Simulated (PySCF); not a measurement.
CdCl, SMILES [Cl][Cd+], charge +1.

The structure is a stationary point at B3LYP-D3(BJ)/def2-TZVPD. The multiplicity is an assumed one; other spin states were not compared. The def2 effective core potentials stand for the cores of Cd; spin–orbit coupling is left out.

The numbers are results of B3LYP-D3(BJ)/def2-TZVPD run with PySCF, not measurements.

Frequencies are harmonic and unscaled.

```csv
mode,ν (cm⁻¹),IR (km/mol),Raman (Å⁴/amu),depolarisation,moving atoms (share of kinetic energy)
1,370,2.9,22.8,0.20,"Cl 76 %, Cd 24 %"
```
